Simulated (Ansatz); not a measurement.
AlCl, charge +1, doublet, geometry from GFN2-xTB (such geometries of metal compounds can be far from the true shape) (a state made from the parent by changing its charge; the spin is typed, not shown lowest). Base run: BLYP/aug-cc-pVDZ run with Ansatz (an electronic-structure program).

Geometry (Å):
```xyz
2

Al     0.0000     0.0000    -1.1238
Cl     0.0000     0.0000     0.8594
```
Charge +1, spin multiplicity 2.
Orbitals are unrestricted.
All else is at Ansatz's defaults.
Base energy -702.35145 Eh.

Variants of this job, named by their change:

```tsv
change	ΔE vs base (kcal/mol)
base	0.000
point_charge = charge:1.0 position_ang:0.6047, 2.7336, -2.9773	92.1
point_charge = charge:-1.0 position_ang:0.9818, -2.2671, -3.2674	-107.7
lower_state_search = light	0.000
forces = on	0.000
point_charge = charge:0.5 position_ang:0.51, -2.5899, 2.862	34.35
final_grid = 6, 12, 29	0.000
final_grid = 10, 20, 41	0.000
fitting.mean_field = cc-pVTZ-JKFIT	-0.007
fitting.mean_field = def2-universal-JKFIT	-0.012
nuclear_model = gaussian	0.351
```
